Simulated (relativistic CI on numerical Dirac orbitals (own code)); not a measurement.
# Sb19+: sensitivity of the levels to the model

Base calculation: Dirac-Coulomb-Breit CI, orbitals from a KLI potential per configuration, QED by a radiative potential, unscaled Slater integrals.

Configuration list (outside the closed core [Ar] 3d10): 4s²4p², 4s4p³, 4p⁴, 4s²4p4d, 4s4p²4d, 4s²4p4f, 4s4p²4f, 4p³4d, 4s4p4d², 4s²4d4f, 4p³4f, 4s²4p5s, 4s²4p5p, 4p³5s, 4s4p4d5s, 4s4p²5s, 4p²4d4f, 4s²4p5d, 4s²4f5s, 4s4p²5p, 4s4p4f², 4s²4p5f, 4s²4p5g, 4s4p²5d, 4s²4p6s, 4s²4p6p, 4s4p5s², 4s²4d², 4s4d³, 4s4d²4f, 4p²4d², 4p4d³, 4p4d²4f, 4p4d²5s, 4s²4f², 4s4d4f², 4s4f³, 4p²4f², 4p4d4f², 4p4f³, 4p4f²5s, 4s²4d5s, 4s4d²5s, 4s4d4f5s, 4s4p4d4f, 4p²4d5s, 4p4d4f5s, 4p4d5s², 4s²5s², 4s4d5s², 4s4f5s², 4s4p4f5s, 4s4f²5s. Double excitations out of closed p, d and f shells are left out; levels of such configurations are missing from the list, as are those of other unlisted configurations, and high levels can miss mixing partners. These lack a partner that the ground configuration has and come out too high: 4s4p²5p, 4s4p²5d, 4s²4p5p, 4s²4p5d, 4s²4p5f.

Variants: (1) valence Slater integrals scaled by 0.9; (2) QED terms removed; (3) one mean potential for all configurations. Shifts of the energy above 4s²4p² ³P0, in cm⁻¹, for the lowest level and the first level of each name with at least 55 % of one term (blank where a level changes its place among those of its configuration and J or its character, or is not in the variant):

```csv
Level,Base,Δ(1),Δ(2),Δ(3)
4s²4p² ³P0,0,0,0,0
4s²4p² ³P1,76419,+1562,-163,-1
4s²4p² ¹S0,230049,-3826,-300,-15
4s4p³ ⁵S°2,409960,+8359,+1693,+49
4s4p³ ³D°1,481003,+2262,+1638,+34
4s4p³ ³D°2,500805,+5371,+1546,+36
4s4p³ ³D°3,527608,+4784,+1504,+33
4s4p³ ³P°0,566907,+705,+1530,+34
4s4p³ ³P°1,578539,+891,+1502,+33
4s²4p4d ³F°2,698926,+2123,+226,-71
4s²4p4d ³F°3,733528,+2854,-12,-85
4s²4p4d ³F°4,800235,+4300,-166,-86
4s²4p4d ³P°0,839909,-2032,-31,-90
4s²4p4d ³D°3,848265,-3300,-32,-88
```

At this charge energies of transitions that change n are usually good to better than 1 %, and those within a shell (Δn = 0) to a few per cent.

Ionisation energy from the two ground configurations alone: base 551.482 eV. The NIST ASD value (theoretical) is 552 eV.

LS names give the leading component of a level, which can be under half, so a name can repeat, a term be missing and a line seem to break the LS rules.
